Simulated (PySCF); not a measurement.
Compound: CH8Cl2OSi4.
SMILES with atom numbers: `[CH3:1][Si@H:2]1[O:3][Si:4]([Cl:5])([Cl:6])[SiH2:7][SiH2:8]1`

Cartesian coordinates in Å at the GFN2-xTB level; atoms count from 1:
```
atom  x, y, z in Å
C1     2.3500   -0.9954   -0.4834
Si2    1.2107    0.0474    0.6206
O3     0.5390    1.2046   -0.3542
Si4   -0.9059    1.6306   -0.9665
Cl5   -0.6940    1.4838   -2.9730
Cl6   -1.0985    3.5897   -0.5068
Si7   -2.3323    0.1266    0.0761
Si8   -0.7276   -1.0357    1.3459
H9     3.0656   -0.3743   -1.0160
H10    2.9095   -1.7144    0.1071
H11    1.7829   -1.5491   -1.2281
H12    1.9937    0.8681    1.5488
H13   -3.3783    0.8278    0.8340
H14   -3.0686   -0.6734   -0.9141
H15   -0.9461   -0.9393    2.7986
H16   -0.7078   -2.4879    1.0998
```

Probes without a nucleus sit at each ring's centroid and 1 Å off its mean plane on both sides; NICS is minus the shielding there, NICSzz its component along the normal. Level: GIAO PBE0/pcSseg-1 (PySCF, non-relativistic, gas phase) on the GFN2-xTB geometry, one conformer.

Ring bond lengths (Å), with Mayer bond orders in brackets: Si2–O3 1.655 (0.84), O3–Si4 1.626 (0.98), Si4–Si7 2.320 (0.87), Si7–Si8 2.353 (0.86), Si8–Si2 2.336 (0.88).

**Question.** Give the NICS values of each ring in ppm.

**Answer.** 
```
              ring                                                      type  NICS(0)  NICS(1), two faces  NICS(1)zz, two faces  rms pucker (Å)  centre to ring atoms, mean (Å)
Si2–O3–Si4–Si7–Si8  5-membered ring with O and 4 Si; formal bonds all single     -2.9         -2.3 / -2.3             1.0 / 1.5            0.03                            1.73
```

**Question.** What do they say, and how far can they be read as aromaticity?

**Answer.** 
- Si2–O3–Si4–Si7–Si8: mean NICS(1)zz 1.2 ppm, near zero. Si2, Si4, Si7, Si8 have four or more neighbours, so the value isn't read as a sign of a π ring current.

**Question.** List the ring angles and the Hirshfeld charges of the ring atoms.

**Answer.** 
- Si2–O3–Si4–Si7–Si8: Si2 99.8° (+0.352 e), O3 139.9° (-0.313 e), Si4 102.0° (+0.324 e), Si7 98.2° (+0.151 e), Si8 99.7° (+0.147 e); sum 539.7° against 540° for a flat convex ring.

On one thread, Arm Neoverse V2 (aarch64), shared host with 32 logical CPUs at a one-minute load of 36, this took 39 s wall and 1.1 GiB of memory at its peak. This is the whole shielding run at PBE0/pcSseg-1, SCF included.
